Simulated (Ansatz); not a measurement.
Basis sets compared for Al₇N₇H₂₀, a nanocrystal cut from wurtzite AlN (hydrogen-capped). Charge 0, multiplicity 1. Geometry PBE-D4/def2-SVP. Ansatz on 2 threads of AMD EPYC 7R13 on a shared host and a share (18 GiB) of an NVIDIA H100 80GB HBM3; times are rough, and most runs start from earlier orbitals.

```xyz
34

Al   -1.867   -1.910   -2.054
N    -2.965   -0.963   -0.698
N    -0.065   -1.269   -1.567
Al    0.059    0.627   -1.853
Al   -2.028    0.195    0.587
N    -1.008    1.422   -0.476
N     1.915    1.107   -1.381
Al    0.017    2.669    0.660
Al    0.406   -1.907    0.183
N    -0.690   -0.912    1.399
N     2.236   -1.241    0.508
Al    2.533    0.687    0.423
Al    0.368    0.103    2.722
N     1.230    1.436    1.577
H    -2.276   -1.312   -3.489
H    -1.979   -3.481   -1.731
H    -3.682   -0.402   -1.184
H    -3.516   -1.660   -0.172
H     0.540   -1.744   -2.261
H    -0.237    1.130   -3.340
H    -3.117    0.832    1.566
H    -1.679    2.052   -0.951
H     2.570    0.786   -2.110
H     1.933    2.145   -1.443
H     0.926    3.567   -0.359
H    -0.951    3.439    1.679
H     0.398   -3.492    0.377
H    -1.179   -1.607    1.990
H     2.921   -1.773   -0.053
H     2.433   -1.506    1.493
H     4.065    1.080    0.650
H    -0.587    0.773    3.822
H     1.538   -0.913    3.242
H     1.739    2.043    2.246
```

Single mean-field runs in def2-TZVP are fitted with def2-universal-jkfit.

Binding counts from free atoms (Al doublet, N quartet, H doublet) in the same basis, without a counterpoise term.

```tsv
level	functions	energy (Eh)	HOMO (eV)	LUMO (eV)	binding per atom (eV)	wall time
PBE-D4/def2-SVP	324	-2090.7273	-6.18	-0.89	3.60	4.5 s
PBE0-D4/def2-SVP	324	-2090.9518	-7.43	-0.05	3.56	6 s
```

Problem. Estimate the rows for PBE-D4/def2-TZVP, PBE0-D4/def2-TZVP (with forces).

Solution. 
```csv
level,functions,energy (Eh),HOMO (eV),LUMO (eV),binding per atom (eV),wall time
PBE-D4/def2-TZVP,596,-2091.7713,-6.26,-1.31,3.57,7 s
PBE0-D4/def2-TZVP (with forces),596,-2091.9780,-7.49,-0.54,3.53,6 s
```
